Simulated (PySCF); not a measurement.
Zn(Et)(SH) (C2H6SZn), SMILES C[CH2][Zn][SH]. Atoms are numbered in the order given.

```xyz
10

Zn     0.0617    -0.0051     0.1833
C      0.7709    -1.6629    -0.5664
C      0.5172    -1.8594    -2.0666
H      0.3323    -2.5013     0.0184
H      1.8608    -1.6840    -0.3462
H      0.9728    -1.0534    -2.6785
H     -0.5652    -1.8748    -2.3111
H      0.9424    -2.8190    -2.4348
S     -0.7192     1.8763     1.0164
H     -1.6168     1.1992     1.7897
```

The structure is a stationary point at PBE-D3(BJ)/def2-SVP. The isomer is the one that the SMILES or the coordinates give; other isomers of the formula were not compared. One conformer was computed; it need not be the lowest.

Two levels are set side by side: PBE/pcSseg-1 (PySCF) and PBE0/pcSseg-1 (PySCF). GIAO shifts against H2S (³³S), TMS (¹H), TMS (¹³C) at the same level; non-relativistic, no solvent, atoms listed together averaged. Differences are taken from unrounded values.

```tsv
quantity	PBE0
δ(¹³C) of C2 (ppm)	8.5
δ(¹³C) of C3 (ppm)	16.1
δ(³³S) of S9 (ppm)	-60.8
δ(¹H) of H10 (ppm)	-0.16
```

Question: What does PBE give, and how far is it from PBE0? (The exact figures need the calculation; the answer reports its results.)

Answer: 
```tsv
quantity	PBE	PBE minus PBE0
δ(¹³C) of C2 (ppm)	14.0	5.5
δ(¹³C) of C3 (ppm)	17.1	1.0
δ(³³S) of S9 (ppm)	-33.9	26.9
δ(¹H) of H10 (ppm)	-0.19	-0.03
```

Rough cost on one machine, each run with all the roots and properties that it gave: PBE0 against PBE within a factor of 2.
